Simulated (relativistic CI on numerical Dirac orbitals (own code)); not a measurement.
**Nd4+: M4,5 absorption edge**

Computed with this model: Dirac-Coulomb-Breit CI, separate exchange-only KLI orbitals for each configuration, QED by a radiative potential, valence Slater integrals scaled by 0.8, multiplet model of core-to-valence dipole absorption; configurations [Xe] 4f2 → [Ar] 3d9 4s2 4p6 4d10 4f3 5s2 5p6; 10 K; Lorentzian 0.36 eV and Gaussian 0.4 eV FWHM. Energies are those of the free ion, without screening or charge transfer. The branching ratio is the share of the lower-energy edge in the whole absorption, uncertain by about 0.02 where the edges overlap. S is read from ⟨S²⟩ = S(S + 1).

Field parameters in Wybourne normalisation; cubic f-shell fields have B⁴₄ = √(5/14) B⁴₀ and B⁶₄ = −√(7/2) B⁶₀. The field is a parameter set, without covalency.

Computed curve for free ion, scaled to 100 at the maximum (points under 2 are left out and the grid is thinned):

Energy (eV), Intensity and a bar:
```
    978.7        2.2 
    979.6        2.1 
    979.9        2.9 
    980.2        3.2 
    980.5        2.7 
    980.8        2.5 
    981.1        2.6 
    981.4        3.4 
    981.8        6.0 #
    982.1        8.8 ##
    982.4        9.7 ##
    982.7       12.0 ###
    983.0       14.5 ####
    983.3       17.1 #####
    983.6       29.1 ########
    983.9       55.6 #################
    984.2       81.0 #########################
    984.5       98.4 ##############################
    984.8       87.6 ###########################
    985.1       71.6 ######################
    985.4       51.7 ###############
    985.7       46.7 ##############
    986.0       51.0 ###############
    986.4       35.9 ###########
    986.7       23.1 #######
    987.0       12.7 ###
    987.3        6.5 #
    987.6        3.6 
    987.9        2.9 
    988.2        2.6 
   1000.3        2.4 
   1000.6        5.3 #
   1000.9       12.2 ###
   1001.2       14.8 ####
   1001.5       15.8 ####
   1001.8       27.2 ########
   1002.1       21.4 ######
   1002.5        8.8 ##
   1002.8        7.4 ##
   1003.1       10.3 ###
   1003.4       13.0 ###
   1003.7        9.5 ##
   1004.0        8.1 ##
   1004.3       13.7 ####
   1004.6       28.3 ########
   1004.9       55.6 #################
   1005.2       69.8 #####################
   1005.5       36.2 ###########
   1005.8       23.9 #######
   1006.1       40.6 ############
   1006.4       57.6 #################
   1006.7       43.9 #############
   1007.1       39.3 ############
   1007.4       49.4 ###############
   1007.7       28.1 ########
   1008.0       11.0 ###
   1008.3        5.4 #
   1008.6        4.1 #
   1008.9        3.4 
   1009.2        2.1
```

The ground state has S = 0.97, and the centroid lies at 994.44 eV.
